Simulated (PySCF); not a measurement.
Job file and geometry (Å, from GFN2-xTB) of an NMR shielding run on SMILES C1=CP(c2ccco2)CC1, C8H9OP, GIAO PBE0/pcSseg-1 NMR shielding, non-relativistic, gas phase in PySCF; density fitting, a coarse starting grid and PySCF grid level 2 are the driver's defaults:

```
$ OMP_NUM_THREADS=1 python probes_run.py task.json out

{"job": {"kind": "nmr", "xc": "PBE0", "basis": "pcSseg-1"}, "charge": 0, "multiplicity": 1}
C      1.998958     1.043168     0.416415
C      1.241822     1.478930    -0.579439
P      0.484045     0.147640    -1.580071
C     -1.045317    -0.000862    -0.597216
C     -2.329655     0.349435    -0.913638
C     -3.114910     0.038277     0.219389
C     -2.254230    -0.481177     1.136612
O     -1.003766    -0.508482     0.655571
C      1.548124    -1.094144    -0.677024
C      2.110358    -0.437464     0.588392
H      2.511393     1.692374     1.111889
H      1.059054     2.515455    -0.812336
H     -2.661099     0.772051    -1.840279
H     -4.170544     0.177165     0.334006
H     -2.406682    -0.857087     2.129618
H      2.360844    -1.355061    -1.360456
H      0.983972    -2.003341    -0.469705
H      3.146553    -0.736293     0.762112
H      1.531277    -0.731336     1.468699
```

Q: What does the program print?

A: 
```
coarse grid: 16984 points
cycle   1  E = -726.0264062979  dE =  1.859e+00  |g| = 5.177e-01  |ddm| = 4.259e+00
cycle   2  E = -726.0016583913  dE =  2.475e-02  |g| = 6.346e-01  |ddm| = 9.514e-01
cycle   3  E = -726.0882518141  dE = -8.659e-02  |g| = 8.704e-02  |ddm| = 5.417e-01
cycle   4  E = -726.0893479709  dE = -1.096e-03  |g| = 4.578e-02  |ddm| = 1.024e-01
cycle   5  E = -726.0897585555  dE = -4.106e-04  |g| = 1.391e-02  |ddm| = 4.462e-02
cycle   6  E = -726.0898016941  dE = -4.314e-05  |g| = 4.566e-03  |ddm| = 1.724e-02
cycle   7  E = -726.0898067810  dE = -5.087e-06  |g| = 7.948e-04  |ddm| = 5.262e-03
final grid: 161152 points
cycle   8  E = -726.1611713640  dE = -3.351e-05  |g| = 1.291e-02  |ddm| = 3.895e-02
cycle   9  E = -726.1611345788  dE =  3.679e-05  |g| = 1.898e-02  |ddm| = 2.295e-02
cycle  10  E = -726.1612059487  dE = -7.137e-05  |g| = 2.480e-03  |ddm| = 1.333e-02
cycle  11  E = -726.1612073084  dE = -1.360e-06  |g| = 3.361e-04  |ddm| = 2.465e-03
cycle  12  E = -726.1612073296  dE = -2.124e-08  |g| = 1.704e-04  |ddm| = 5.057e-04
cycle  13  E = -726.1612073367  dE = -7.077e-09  |g| = 3.598e-05  |ddm| = 1.771e-04
cycle  14  E = -726.1612073370  dE = -2.765e-10  |g| = 1.539e-05  |ddm| = 5.265e-05
converged SCF energy = -726.1612073370

GIAO shielding tensors (ppm)
atom      isotropic    diamagn.    paramagn.     s11        s22        s33       span
  0 C       36.580     253.905    -217.325    -69.430     41.905    137.265    206.695
  1 C       49.947     260.238    -210.290    -56.906     65.075    141.673    198.579
  2 P      361.203     965.370    -604.167    309.494    372.797    401.319     91.825
  3 C       24.766     259.357    -234.590    -52.295     34.123     92.470    144.765
  4 C       62.075     254.976    -192.901    -32.822     63.790    155.257    188.079
  5 C       69.093     259.858    -190.764    -18.398     64.802    160.875    179.273
  6 C       37.088     249.014    -211.926    -41.070     44.815    107.520    148.590
  7 O       29.754     398.209    -368.455   -102.354    -53.653    245.269    347.623
  8 C      160.451     251.070     -90.619    140.219    166.124    175.011     34.792
  9 C      146.540     246.892    -100.352    121.372    151.914    166.334     44.962
 10 H       25.108      30.188      -5.081     23.380     24.827     27.117      3.737
 11 H       25.542      31.687      -6.145     23.583     26.280     26.764      3.180
 12 H       24.806      33.027      -8.221     22.373     24.100     27.945      5.572
 13 H       25.138      31.129      -5.991     23.142     25.585     26.686      3.544
 14 H       24.180      29.982      -5.802     20.923     24.797     26.820      5.897
 15 H       29.607      29.857      -0.250     23.111     28.065     37.646     14.536
 16 H       29.290      30.802      -1.512     26.177     27.213     34.481      8.304
 17 H       28.940      28.576       0.365     23.973     26.733     36.115     12.143
 18 H       28.248      30.484      -2.236     23.908     26.702     34.134     10.226
```

Size and cost of the density-fitted run: 222 basis functions, 49 s wall time on 1 thread of an Arm Neoverse V1, shared host; peak memory 1 GiB.
